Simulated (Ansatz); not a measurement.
Frontier orbitals of C₃H₆Si, SMILES `[SiH3]C1=CC1`.

```xyz
10

Si    0.031   -0.799   -1.467
C     0.034   -0.074    0.216
C     0.165   -0.161    1.503
C    -0.151    1.203    1.026
H     0.322   -2.254   -1.407
H    -1.299   -0.582   -2.093
H     1.060   -0.119   -2.296
H     0.366   -0.783    2.359
H    -1.156    1.605    1.158
H     0.629    1.963    1.000
```

The species carries charge 0 and has multiplicity 1. The geometry is a stationary point of PBE0-D4/def2-TZVP. Basis def2-TZVPP, Ansatz.

Orbital energies of one run (eV). Highest occupied ones, from the top: -6.07, -6.79, -7.88, -8.45, -8.80, -10.43, -10.70, -12.86, -14.12, -14.68, -21.60, -94.34, -94.34, -94.36. Empty: -1.43, 0.17, 0.48, 1.00, 1.06, 1.46.

Problem. Which functional gave them?
A. ωB97X-V
B. BLYP
C. B97M-V
D. ωB97M-V

Solution. B. HOMO energies: BLYP -6.07, B97M-V -6.45, ωB97M-V -9.54, ωB97X-V -9.64 eV.
